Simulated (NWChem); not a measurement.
System: AlAsH₄; SMILES [AlH2][AsH2]

NWChem printed, in part:

```
             Northwest Computational Chemistry Package (NWChem) 7.3.0
             --------------------------------------------------------

                             Geometry "geometry" -> ""
                             -------------------------

 Output coordinates in angstroms (scale by  1.889725989 to convert to a.u.)

  No.       Tag          Charge          X              Y              Z
 ---- ---------------- ---------- -------------- -------------- --------------
    1 Al                  13.0000     0.06981300    -1.79371700    -0.00381200
    2 As                  33.0000     0.12825600     0.63571000     0.06857600
    3 H                    1.0000    -0.66769000     0.74631000    -1.22758500
    4 H                    1.0000     1.47796200     0.67753600    -0.64056700
    5 H                    1.0000     1.36719600    -2.62577700     0.39170000
    6 H                    1.0000    -1.29653100    -2.53879500    -0.33527800

 Effective nuclear repulsion energy (a.u.)     140.5962585800

  xc_inp: hfexch multiplicative factor not found.
                              NWChem Property Module
                              ----------------------

  itol2e modified to match energy
  convergence criterion.

                                 NWChem DFT Module
                                 -----------------

 Summary of "ao basis" -> "ao basis" (spherical)
 ------------------------------------------------------------------------------
       Tag                 Description            Shells   Functions and Types
 ---------------- ------------------------------  ------  ---------------------
 Al                          sto-3g                  5        9   3s2p
 As                          sto-3g                  8       18   4s3p1d
 H                           sto-3g                  1        1   1s

  itol2e modified to match energy
  convergence criterion.

            General Information
            -------------------
          SCF calculation type: DFT
          Wavefunction type:  closed shell.
          No. of atoms     :     6
          No. of electrons :    50
           Alpha electrons :    25
            Beta electrons :    25
          Charge           :     0
          Spin multiplicity:     1
          Use of symmetry is: off; symmetry adaption is: off
          Maximum number of iterations: 150
          AO basis - number of functions:    31
                     number of shells:    17
          Convergence on energy requested:  1.00D-07
          Convergence on density requested:  1.00D-05
          Convergence on gradient requested:  5.00D-04

              XC Information
              --------------
                     Hartree-Fock (Exact) Exchange  1.000

      Superposition of Atomic Density Guess
      -------------------------------------

 Sum of atomic energies:       -2449.92511537

      Non-variational initial energy
      ------------------------------

 Total energy =   -2449.517576
 1-e energy   =   -3722.116001
 2-e energy   =    1132.002166
 HOMO         =      -0.092064
 LUMO         =       0.302386

   convergence    iter        energy       DeltaE   RMS-Dens  Diis-err
 ---------------- ----- ----------------- --------- --------- ---------
 d= 0,ls=0.0,diis     1  -2450.5862129878 -2.59D+03  1.67D-02  1.27D-01
 d= 0,ls=0.0,diis     2  -2450.6183197166 -3.21D-02  3.67D-03  5.09D-03
 d= 0,ls=0.0,diis     3  -2450.6198188089 -1.50D-03  1.38D-03  3.61D-04
 d= 0,ls=0.0,diis     4  -2450.6199559101 -1.37D-04  9.03D-05  1.38D-06
 d= 0,ls=0.0,diis     5  -2450.6199564326 -5.23D-07  2.02D-05  4.19D-08
 d= 0,ls=0.0,diis     6  -2450.6199564518 -1.92D-08  1.46D-06  3.26D-10

         Total DFT energy =    -2450.619956451786
      One electron energy =    -3718.636934334131
           Coulomb energy =     1229.758518680755
    Exchange-Corr. energy =     -102.337799378455
 Nuclear repulsion energy =      140.596258580045

 Numeric. integr. density =        0.000000000000

                       DFT Final Molecular Orbital Analysis
                       ------------------------------------

 Vector   23  Occ=2.000000D+00  E=-3.483209D-01
              MO Center=  5.8D-02, -2.2D+00, -1.2D-02, r^2= 2.7D+00
   Bfn.  Coefficient  Atom+Function         Bfn.  Coefficient  Atom+Function
  ----- ------------  ---------------      ----- ------------  ---------------
    30      0.529181  5 H  s                 31     -0.528873  6 H  s
     7      0.363440  1 Al px                 3     -0.192278  1 Al px
    28      0.122969  3 H  s                 29     -0.122366  4 H  s
    20     -0.104524  2 As px                 9      0.099132  1 Al pz
     5     -0.052448  1 Al pz                16      0.036729  2 As px

 Vector   24  Occ=2.000000D+00  E=-3.196503D-01
              MO Center=  1.0D-01, -2.1D-02,  9.0D-02, r^2= 2.8D+00
   Bfn.  Coefficient  Atom+Function         Bfn.  Coefficient  Atom+Function
  ----- ------------  ---------------      ----- ------------  ---------------
    22      0.503300  2 As pz                19      0.450555  2 As s
    28     -0.313511  3 H  s                 29     -0.313819  4 H  s
    21     -0.295724  2 As py                 8      0.249624  1 Al py
    31     -0.185632  6 H  s                 30     -0.184560  5 H  s
    18     -0.165473  2 As pz                20     -0.147343  2 As px

 Vector   25  Occ=2.000000D+00  E=-2.318275D-01
              MO Center=  8.7D-02,  4.2D-01,  1.9D-01, r^2= 2.6D+00
   Bfn.  Coefficient  Atom+Function         Bfn.  Coefficient  Atom+Function
  ----- ------------  ---------------      ----- ------------  ---------------
    21      0.664257  2 As py                19      0.412942  2 As s
    22      0.403605  2 As pz                 8     -0.285123  1 Al py
    17     -0.201275  2 As py                 6     -0.167494  1 Al s
    30      0.168020  5 H  s                 31      0.168067  6 H  s
     4      0.137633  1 Al py                18     -0.121839  2 As pz

 Vector   26  Occ=0.000000D+00  E= 2.973274D-01
              MO Center=  1.4D-01, -1.6D+00, -2.4D-01, r^2= 1.9D+00
   Bfn.  Coefficient  Atom+Function         Bfn.  Coefficient  Atom+Function
  ----- ------------  ---------------      ----- ------------  ---------------
     9      0.941337  1 Al pz                 5     -0.371783  1 Al pz
     6     -0.292329  1 Al s                  7     -0.260000  1 Al px
    21     -0.252977  2 As py                28      0.154427  3 H  s
    29      0.154263  4 H  s                 30      0.130072  5 H  s
    31      0.129985  6 H  s                  3      0.102648  1 Al px

 Vector   27  Occ=0.000000D+00  E= 3.673135D-01
              MO Center=  1.5D-02, -1.1D+00,  2.8D-01, r^2= 2.9D+00
   Bfn.  Coefficient  Atom+Function         Bfn.  Coefficient  Atom+Function
  ----- ------------  ---------------      ----- ------------  ---------------
     6      0.954211  1 Al s                 21      0.683494  2 As py
    30     -0.444367  5 H  s                 31     -0.443902  6 H  s
     9      0.345512  1 Al pz                 8      0.306577  1 Al py
     2     -0.254356  1 Al s                 19     -0.224455  2 As s
    22     -0.186100  2 As pz                17     -0.171513  2 As py

 Vector   28  Occ=0.000000D+00  E= 4.292986D-01
              MO Center=  2.1D-01,  5.5D-01, -2.4D-01, r^2= 2.3D+00
   Bfn.  Coefficient  Atom+Function         Bfn.  Coefficient  Atom+Function
  ----- ------------  ---------------      ----- ------------  ---------------
    20      0.993956  2 As px                28      0.680006  3 H  s
    29     -0.680575  4 H  s                 22      0.271680  2 As pz
    16     -0.240036  2 As px                 7      0.187683  1 Al px
    30     -0.134761  5 H  s                 31      0.135226  6 H  s
    12      0.075526  2 As px                 3     -0.065319  1 Al px

     Multipole analysis of the density
     ---------------------------------

     L   x y z        total         alpha         beta         nuclear
     -   - - -        -----         -----         ----         -------
     0   0 0 0     -0.000000    -25.000000    -25.000000     50.000000

     1   1 0 0      0.072129     -5.652912     -5.652912     11.377953
     1   0 1 0     -0.575592      5.457554      5.457554    -11.490700
     1   0 0 1     -0.329634     -0.544389     -0.544389      0.759145

     2   2 0 0    -23.530746    -23.883058    -23.883058     24.235371
     2   1 1 0     -0.050124     -2.288101     -2.288101      4.526077
     2   1 0 1     -1.088863     -2.561951     -2.561951      4.035039
     2   0 2 0    -24.627480   -136.441945   -136.441945    248.256410
     2   0 1 1     -0.415252     -0.207671     -0.207671      0.000091
     2   0 0 2    -20.189575    -14.270269    -14.270269      8.350963

          -----------------------
          Electric field gradient
          -----------------------

 1 a.u. = 0.324123 10**(16) esu/cm**3  ( or statvolts/cm**2 ) = 0.97174 10**(22) v/m**2

 ------------------------------------------------------------
   Atom      X         Y         Z
 ------------------------------------------------------------
    1 Al   0.13193  -3.38963  -0.00720
 ------------------------------------------------------------

 Electric field gradient in molecular frame (a.u.)
         XX             YY             ZZ             XY             XZ             YZ
 ------------------------------------------------------------------------------------------
        0.609209       0.503195      -1.112404      -0.001761       0.506887      -0.022526

 Principal components (a.u.) and orientation
 of principal axis w.r.t. absolute frame                      Asymmetry parameter eta
 --------------------------------------------------------------------------------------
       -1.250816       0.747601       0.503215                       0.195381

       -0.262898       0.964249       0.033293
        0.012126      -0.031202       0.999440
        0.964747       0.263154      -0.003489

 ------------------------------------------------------------
   Atom      X         Y         Z
 ------------------------------------------------------------
    2 As   0.24237   1.20132   0.12959
 ------------------------------------------------------------

 Electric field gradient in molecular frame (a.u.)
         XX             YY             ZZ             XY             XZ             YZ
 ------------------------------------------------------------------------------------------
       -1.783912       1.310787       0.473125      -0.234439      -0.622309       1.237900

 Principal components (a.u.) and orientation
 of principal axis w.r.t. absolute frame                      Asymmetry parameter eta
 --------------------------------------------------------------------------------------
        2.275145      -1.946640      -0.328505                       0.711223

       -0.136696       0.964106      -0.227625
        0.793854      -0.030832      -0.607326
        0.592545       0.263720       0.761145

 ------------------------------------------------------------
   Atom      X         Y         Z
 ------------------------------------------------------------
    3 H   -1.26175   1.41032  -2.31980
 ------------------------------------------------------------

 Electric field gradient in molecular frame (a.u.)
         XX             YY             ZZ             XY             XZ             YZ
 ------------------------------------------------------------------------------------------
        0.011073       0.086982      -0.098055       0.012161      -0.119998       0.023789

[...]

          -----------------------------------------
          Chemical Shielding Tensors (GIAO, in ppm)
          -----------------------------------------

                                NWChem CPHF Module
                                ------------------

  scftype          =     RHF
  nclosed          =       25
  nopen            =        0
  variables        =      150
  # of vectors     =        3
  tolerance        = 0.10D-03
  level shift      = 0.00D+00
  max iterations   =       50
  max subspace     =       30

 SCF residual:    3.6509120280504777E-006

Iterative solution of linear equations
  No. of variables      150
  No. of equations        3
  Maximum subspace       30
        Iterations       50
       Convergence  1.0D-04

   iter   nsub   residual    time
   ----  ------  --------  ---------
     1      3    1.83D+00       4.7
     2      6    1.05D-01       5.4
     3      9    1.55D-02       6.1
     4     12    3.02D-03       6.8
     5     15    4.39D-04       7.5
     6     18    3.95D-05       8.2

      Atom:    1  Al
        Diamagnetic
    776.9017      0.3170     -1.9335
      0.3170    784.6885     -0.1734
     -1.9335     -0.1734    783.4287

        Paramagnetic
   -572.6960      4.5228    -77.2860
      4.5228   -472.1852     -2.0695
    -77.2860     -2.0695   -311.0175

        Total Shielding Tensor
    204.2056      4.8399    -79.2195
      4.8399    312.5033     -2.2429
    -79.2195     -2.2429    472.4112

           isotropic =     329.7067
          anisotropy =     246.6312

          Principal Components and Axis System
                 1           2           3
              494.1275    312.5660    182.4266

      1        -0.2638      0.0252      0.9642
      2        -0.0189      0.9993     -0.0313
      3         0.9644      0.0265      0.2632

      Atom:    2  As
        Diamagnetic
   2856.5350      0.3708      0.6563
      0.3708   2856.7475     -1.3471
      0.6563     -1.3471   2854.1481

        Paramagnetic
   -173.3751     -4.0585     28.2164
     -4.0585   -308.9507     -1.8523
     28.2164     -1.8523   -268.9824

        Total Shielding Tensor
   2683.1598     -3.6878     28.8727
     -3.6878   2547.7968     -3.1994
     28.8727     -3.1994   2585.1657

           isotropic =    2605.3741
          anisotropy =     128.6925

          Principal Components and Axis System
                 1           2           3
             2691.1691   2577.4416   2547.5115

      1         0.9642     -0.2651      0.0108
      2        -0.0307     -0.0708      0.9970
      3         0.2635      0.9616      0.0764

      Atom:    3  H
        Diamagnetic
     31.5498     -1.5470      9.5594
     -1.5470     27.4439     -2.8787
      9.5594     -2.8787     39.6284

        Paramagnetic
      1.6953      0.8127     -1.3561
      0.8127      0.4741      0.4078
     -1.3561      0.4078      0.2182

        Total Shielding Tensor
     33.2451     -0.7342      8.2033
     -0.7342     27.9180     -2.4709
      8.2033     -2.4709     39.8466

           isotropic =      33.6699
          anisotropy =      18.0876

          Principal Components and Axis System
                 1           2           3
               45.7283     28.4106     26.8707

      1         0.5496      0.6635     -0.5077
      2        -0.1370      0.6710      0.7287
      3         0.8241     -0.3309      0.4597

      Atom:    4  H
        Diamagnetic
     33.7594     -4.4393      1.6875
     -4.4393     32.8275     -1.5185
      1.6875     -1.5185     28.8757

        Paramagnetic
     -4.0851      1.7814     -1.3587
      1.7814     -1.3769      0.5729
     -1.3587      0.5729      0.2508

        Total Shielding Tensor
     29.6742     -2.6579      0.3288
     -2.6579     31.4506     -0.9456
      0.3288     -0.9456     29.1264

           isotropic =      30.0837
          anisotropy =       5.2331

          Principal Components and Axis System
                 1           2           3
               33.5725     28.9831     27.6956

      1        -0.5627     -0.3025      0.7693
      2         0.7991      0.0392      0.5999
      3        -0.2116      0.9524      0.2197
```

Level: Hartree-Fock/STO-3G, GIAO. STO-3G and 3-21G are far too small for this property and stand as cheap habits. Geometry: optimised at PBE0/def2-SVP. NWChem prints the field gradient with the sign opposite to the second derivative of the potential. The output numbers the shielded atoms by their place in the input's list. The printed shielding anisotropy is the first printed principal value minus the mean of the other two.

Q: Write an input that gives this output.

A: This is not unique; one that fits is the input that was run:
```
start job
memory heap 200 mb stack 900 mb global 1100 mb
geometry units angstroms noautosym nocenter noautoz
  Al     0.069813    -1.793717    -0.003812
  As     0.128256     0.635710     0.068576
  H     -0.667690     0.746310    -1.227585
  H      1.477962     0.677536    -0.640567
  H      1.367196    -2.625777     0.391700
  H     -1.296531    -2.538795    -0.335278
end
basis spherical
  Al library sto-3g
  As library sto-3g
  H library sto-3g
end
dft
  xc hfexch
  iterations 150
end
property
  shielding 4 1 2 3 5
  efieldgrad
end
task dft property
```
